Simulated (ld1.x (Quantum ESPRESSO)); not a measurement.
Before and after: RRKJ potential for P

ld1.x (Quantum ESPRESSO) 7.5 input, shortened:

```
&input
   title='P', zed=15., rel=1, dft='PZ', iswitch=3,
   config='[Ne] 3s2 3p2.5'
 /
 &inputp
   pseudotype=2, tm=.false., rho0=0.01, lloc=1,
   nlcc=.true., new_core_ps=.true., rcore=0.95
 /
2
3S  1  0   2.00   0.00  1.30  1.30  0.0
3P  2  1   2.50   0.00  1.95  1.95  0.0
 &test
   configts(1)='3s2 3p2.5'
 /
```

All-electron outer shells of the reference configuration (LDA (PZ), scalar-relativistic, ld1.x):

```csv
shell,level (eV),outermost node (bohr),outermost maximum (bohr)
3s,-18.47,0.66,1.56
3p,-9.76,0.64,1.79
```

Change: all radii but the core radius scaled by about 1.06 (s 1.38, p 2.08 bohr).

Cutoffs: the cutoffs (Ry, on a coarse ladder) from which the occupation-weighted sum of valence levels, in a spherical-Bessel basis at the reference potential, stays within 10 and 1 mRy of its value at 400 Ry; they do not see the model core or the augmentation charge, which bear on the density cutoff. Errors are all-electron minus pseudo energies relative to the spin-unpolarised reference configuration.

Question: How do hardness, ghosts and transferability respond?

Answer: The potential gets harder (18 Ry and 50 Ry → 21 Ry and 50 Ry); of the 9 tests that both files solve, the error grows in 1 and shrinks in 3 by more than 15 % and 0.3 meV (median size 2.8 → 2.8 meV); neither file shows a bound ghost.

| quantity | base | changed |
| --- | --- | --- |
| cutoff, loose | 18 Ry | 21 Ry |
| cutoff, tight | 50 Ry | 50 Ry |
| bound ghosts | none | none |
| error for 3s2 3p3, meV [ΔE -3.82 eV] | +0.8 | +0.8 |
| error for 3s2 3p2, meV [ΔE 6.00 eV] | +0.7 | +0.7 |
| error for 3s2 3p1, meV [ΔE 25.25 eV] | +14 | +12 |
| error for 3s2 3p0, meV [ΔE 55.14 eV] | +56 | +47 |
| error for 3s0 3p5, meV [ΔE 13.32 eV] | -2.8 | +2.0 |
| error for 3s1 3p4, meV [ΔE 4.67 eV] | -0.6 | +0.5 |
| error for 3s1 3p3, meV [ΔE 15.07 eV] | +1.0 | +2.8 |
| error for 3s2 3p2.5 (spin-polarised), meV [ΔE -1.18 eV] | +13 | +10 |
| error for 3s2 3p3 (spin-polarised), meV [ΔE -5.33 eV] | +16 | +14 |
